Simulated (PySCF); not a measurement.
H7OSbSi2 (SMILES [OH][Sb]([SiH3])[SiH3]), singlet, at a GFN2-xTB geometry (all electrons, no relativity); CASSCF(8,7)/STO-3G in PySCF.

The PySCF input:
```python
from pyscf import gto, scf, mcscf
import numpy

mol = gto.M(
    atom='''
Sb   -0.149153   -0.236828    0.599852
O    -0.796103   -1.606736   -0.715391
H    -1.587831   -2.056952   -0.430779
Si   -1.187045    1.715218   -0.690370
H    -0.867654    1.818798   -2.112955
H    -0.761827    2.958227   -0.046657
H    -2.646322    1.656734   -0.578479
Si    2.059114   -0.205564   -0.668301
H     1.958749   -0.026067   -2.115041
H     2.793044   -1.445171   -0.418963
H     2.878522    0.891405   -0.145075
''',
    basis='sto-3g',
    charge=0,
    spin=0,
    verbose=4,
)

mf = scf.RHF(mol)
mf.kernel()
mc = mcscf.CASSCF(mf, 7, 8)
mc.fix_spin_(ss=0.0)
mc.kernel()
occ = numpy.linalg.eigvalsh(mc.fcisolver.make_rdm1(mc.ci, mc.ncas, mc.nelecas))[::-1]
ss = mc.fcisolver.spin_square(mc.ci, mc.ncas, mc.nelecas)[0]
print('natural occupations', occ.round(4), ' <S^2>', round(ss, 4))
```

The log (banner, timings and long lists left out):

```
PySCF version 2.14.0

[INPUT] verbose = 4
[INPUT] num. atoms = 11
[INPUT] num. electrons = 94
[INPUT] charge = 0
[INPUT] spin (= nelec alpha-beta = 2S) = 0
[INPUT] symmetry False subgroup None
[INPUT] Mole.unit = angstrom
[INPUT] Symbol           X                Y                Z      unit          X                Y                Z       unit  Magmom
[...]
nuclear repulsion = 584.490115593169
number of shells = 31
number of NR pGTOs = 171
number of NR cGTOs = 57
basis = sto-3g
ecp = {}

******** <class 'pyscf.scf.hf.RHF'> ********
method = RHF
initial guess = minao
damping factor = 0
level_shift factor = 0
DIIS = <class 'pyscf.scf.diis.CDIIS'>
diis_start_cycle = 1
diis_space = 8
diis_damp = 0
SCF conv_tol = 1e-09
SCF conv_tol_grad = None
SCF max_cycles = 50
direct_scf = True
direct_scf_tol = 1e-13
Set gradient conv threshold to 3.16228e-05
Initial guess from minao.
init E= -6881.27165266933
[...]
cycle= 1 E= -6900.35908228055  delta_E= -19.1  |g|= 0.54  |ddm|= 3.68
[...]
cycle= 2 E= -6900.50789287746  delta_E= -0.149  |g|= 0.118  |ddm|= 1.31
[...]
cycle= 3 E= -6900.51378536851  delta_E= -0.00589  |g|= 0.0265  |ddm|= 0.231
[...]
cycle= 4 E= -6900.51416435021  delta_E= -0.000379  |g|= 0.00473  |ddm|= 0.0612
[...]
cycle= 5 E= -6900.51418153467  delta_E= -1.72e-05  |g|= 0.000891  |ddm|= 0.0152
[...]
cycle= 6 E= -6900.51418232183  delta_E= -7.87e-07  |g|= 0.00026  |ddm|= 0.00345
[...]
cycle= 7 E= -6900.5141824033  delta_E= -8.15e-08  |g|= 6.16e-05  |ddm|= 0.00122
[...]
cycle= 8 E= -6900.5141824081  delta_E= -4.8e-09  |g|= 1.46e-05  |ddm|= 0.000288
[...]
cycle= 9 E= -6900.51418240833  delta_E= -2.31e-10  |g|= 2.6e-06  |ddm|= 6.72e-05
[...]
Extra cycle  E= -6900.5141824083  delta_E= 2.91e-11  |g|= 1.37e-06  |ddm|= 6.86e-06
converged SCF energy = -6900.5141824083

******** <class 'pyscf.mcscf.mc1step.CASSCF'> ********
CAS (4e+4e, 7o), ncore = 43, nvir = 7
max_cycle_macro = 50
max_cycle_micro = 4
conv_tol = 1e-07
conv_tol_grad = None
orbital rotation max_stepsize = 0.02
orbital rotation threshold for CI restart = 0.01
augmented hessian ah_max_cycle = 30
augmented hessian ah_conv_tol = 1e-12
augmented hessian ah_linear dependence = 1e-14
augmented hessian ah_level shift = 1e-08
augmented hessian ah_start_tol = 2.5
augmented hessian ah_start_cycle = 3
augmented hessian ah_grad_trust_region = 3
kf_trust_region = 3
kf_interval = 4
ci_response_space = 4
ci_grad_trust_region = 3
with_dep4 0
natorb = False
canonicalization = True
sorting_mo_energy = False
[...]
CASCI E = -6900.54433749386  S^2 = 0.0000000
[...]
macro iter  22 (  7 JK    2 micro), CASSCF E = -6900.56290492547  dE = -1.71208916e-04  S^2 = 0.0000000
               |grad[o]|=0.00122  |grad[c]|=0.00205  |ddm|=0.00189  |maxRot[o]|=0.0617
macro iter  23 (  7 JK    2 micro), CASSCF E = -6900.56309238319  dE = -1.87457722e-04  S^2 = 0.0000000
               |grad[o]|=0.00146  |grad[c]|=0.00268  |ddm|=0.00158  |maxRot[o]|=0.0656
macro iter  24 (  7 JK    2 micro), CASSCF E = -6900.56328010879  dE = -1.87725596e-04  S^2 = 0.0000000
               |grad[o]|=0.00167  |grad[c]|=0.00274  |ddm|=0.00171  |maxRot[o]|=0.0677
macro iter  25 (  7 JK    2 micro), CASSCF E = -6900.56344571454  dE = -1.65605752e-04  S^2 = 0.0000000
               |grad[o]|=0.00172  |grad[c]|=0.00195  |ddm|=0.00238  |maxRot[o]|=0.0688
macro iter  26 (  6 JK    2 micro), CASSCF E = -6900.56353709414  dE = -9.13795984e-05  S^2 = 0.0000000
               |grad[o]|=0.00147  |grad[c]|=0.00105  |ddm|=0.00149  |maxRot[o]|=0.0495
macro iter  27 (  5 JK    2 micro), CASSCF E = -6900.56357512998  dE = -3.80358351e-05  S^2 = 0.0000000
               |grad[o]|=0.00104  |grad[c]|=0.00104  |ddm|=0.0008  |maxRot[o]|=0.0299
macro iter  28 (  4 JK    1 micro), CASSCF E = -6900.56360131871  dE = -2.61887326e-05  S^2 = 0.0000000
               |grad[o]|=0.000734  |grad[c]|=0.00314  |ddm|=0.000679  |maxRot[o]|=0.0336
macro iter  29 (  3 JK    1 micro), CASSCF E = -6900.56360825466  dE = -6.93595484e-06  S^2 = 0.0000000
               |grad[o]|=0.000371  |grad[c]|=0.00158  |ddm|=0.000373  |maxRot[o]|=0.018
macro iter  30 (  3 JK    1 micro), CASSCF E = -6900.56360993712  dE = -1.68245788e-06  S^2 = 0.0000000
               |grad[o]|=0.000178  |grad[c]|=0.00077  |ddm|=0.000183  |maxRot[o]|=0.0091
macro iter  31 (  3 JK    1 micro), CASSCF E = -6900.56361032728  dE = -3.90161404e-07  S^2 = 0.0000000
               |grad[o]|=8.5e-05  |grad[c]|=0.000369  |ddm|=0.000103  |maxRot[o]|=0.0044
macro iter  32 (  3 JK    1 micro), CASSCF E = -6900.56361041608  dE = -8.87939677e-08  S^2 = 0.0000000
               |grad[o]|=4.17e-05  |grad[c]|=0.000176  |ddm|=4.7e-05  |maxRot[o]|=0.00211
1-step CASSCF converged in  32 macro (450 JK  95 micro) steps
CASSCF canonicalization
Density matrix diagonal elements [1.98956823 1.94766725 1.97390376 1.97176673 0.05666109 0.03200085
 0.0284321 ]
CASSCF energy = -6900.56361041608
CASCI E = -6900.56361041608  E(CI) = -10.8807126757029  S^2 = 0.0000000
natural occupations [1.993  1.9769 1.9721 1.9426 0.0622 0.0315 0.0217]  <S^2> 0.0
```
